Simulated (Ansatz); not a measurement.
Hg₂Cl₄⁺. Charge 1, multiplicity 2. Geometry PBE0-D4/def2-SVP; atoms count from 1.

```xyz
6

Hg   -1.6076    0.4536   -1.0158
Hg    1.6079   -0.4527    1.0155
Cl    2.3074   -0.1300    3.1874
Cl   -2.3101    0.1241   -3.1856
Cl    1.0667   -0.8659   -1.2016
Cl   -1.0643    0.8709    1.2001
```

In the def2 sets Hg takes a core potential; there is no spin–orbit coupling. Another isomer (doublet) lies 0.39 eV lower at PBE0-D4/def2-TZVP; other spin states weren't run for this one.

(1) Estimate the Mulliken populations from the PBE0/def2-TZVP orbitals of Ansatz.

(2) Where does the spin sit?

(3) And the Mayer bond orders between heavy atoms (over 0.3)?

Answers

(1) 
| atom | charge (e) | spin (α − β) | d electrons |
| --- | --- | --- | --- |
| Hg1 | 0.83 | 0.00 | 9.87 |
| Hg2 | 0.83 | 0.00 | 9.87 |
| Cl3 | -0.07 | 0.40 | – |
| Cl4 | -0.07 | 0.40 | – |
| Cl5 | -0.26 | 0.10 | – |
| Cl6 | -0.26 | 0.10 | – |
Mulliken values depend strongly on the basis.

(2) Summed by element: Hg 0.00, Cl 1.00, of 1 unpaired in all. Largest on single atoms: Cl3 0.40, Cl4 0.40, Cl5 0.10.

(3) Hg1–Cl4 0.85 (2.30 Å); Hg1–Cl6 0.80 (2.32 Å); Hg2–Cl3 0.85 (2.30 Å); Hg2–Cl5 0.80 (2.32 Å).
